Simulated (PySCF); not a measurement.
CH₃CdI, SMILES [I][Cd][CH3].

Geometry optimised at B3LYP-D3(BJ)/def2-SVP. The def2 effective core potentials stand for the cores of Cd, I; spin–orbit coupling is left out.

Computed with ωB97X/def2-TZVPD run with PySCF.

Symmetry labels are those of the subgroup Cs that the program uses (full group C3v).

Computed valence orbital energies around the gap with their symmetry:
```json
[
 {"orbital": "HOMO−7", "symmetry": "A'", "energy (eV)": "-17.93"},
 {"orbital": "HOMO−6", "symmetry": "A'", "energy (eV)": "-17.88"},
 {"orbital": "HOMO−5", "symmetry": "A\"", "energy (eV)": "-13.83"},
 {"orbital": "HOMO−4", "symmetry": "A'", "energy (eV)": "-13.83"},
 {"orbital": "HOMO−3", "symmetry": "A'", "energy (eV)": "-11.65"},
 {"orbital": "HOMO−2", "symmetry": "A'", "energy (eV)": "-10.00"},
 {"orbital": "HOMO−1", "symmetry": "A\"", "energy (eV)": "-9.51"},
 {"orbital": "HOMO", "symmetry": "A'", "energy (eV)": "-9.51"},
 {"orbital": "LUMO", "symmetry": "A'", "energy (eV)": "0.62"},
 {"orbital": "LUMO+1", "symmetry": "A'", "energy (eV)": "1.07"},
 {"orbital": "LUMO+2", "symmetry": "A\"", "energy (eV)": "1.07"},
 {"orbital": "LUMO+3", "symmetry": "A'", "energy (eV)": "1.72"}
]
```
